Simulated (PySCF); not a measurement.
Si(F)3(Me) (CH3F3Si), SMILES C[Si](F)(F)F. Atoms are numbered in the order given.

```xyz
8

C      0.0000     0.0000     1.8048
Si     0.0000     0.0000    -0.0300
F     -1.2924    -0.7462    -0.6288
F      1.2924    -0.7462    -0.6288
F      0.0000     1.4924    -0.6288
H     -0.8929     0.5155     2.1900
H      0.8929     0.5155     2.1900
H      0.0000    -1.0310     2.1900
```
Charge 0, spin multiplicity 1.

Geometry: ωB97X-D3(BJ)/def2-SVP.

The numbers are results of ωB97X-D3(BJ)/def2-SVP (PySCF), not measurements.

Frequencies are harmonic and unscaled.

Modes within 1.5 cm⁻¹ of each other (mostly degenerate sets) share a row, with their intensities summed.

Estimate the vibrational spectrum. (An estimate is asked for; the answer gives what the named calculation found.)


```
mode   ν (cm⁻¹)  IR (km/mol)  Raman (Å⁴/amu)  depolarisation  moving atoms (share of kinetic energy)
-----  --------  -----------  --------------  --------------  --------------------------------------
1           115          0.0             0.0               –                                  H 98 %
2–3         208          0.0             1.1            0.75                  F 57 %, C 20 %, H 20 %
4–5         317         37.0             1.0            0.75                         F 74 %, Si 18 %
6           373         71.6             1.6            0.68                 F 58 %, Si 21 %, C 16 %
7           699          2.6             9.0            0.05                  F 44 %, C 37 %, H 14 %
8–9         790         13.0             3.1            0.75                  H 68 %, C 21 %, F 11 %
10          907        184.2             0.4            0.55                         Si 45 %, F 41 %
11–12       997        441.7             0.9            0.75                         Si 50 %, F 44 %
13         1307         57.8             1.3            0.39                          H 75 %, C 24 %
14–15      1435         10.2            24.1            0.75                                  H 96 %
16         3083          0.2           115.7            0.01                                  H 97 %
17–18      3191          0.1           132.3            0.75                           H 91 %, C 9 %
```
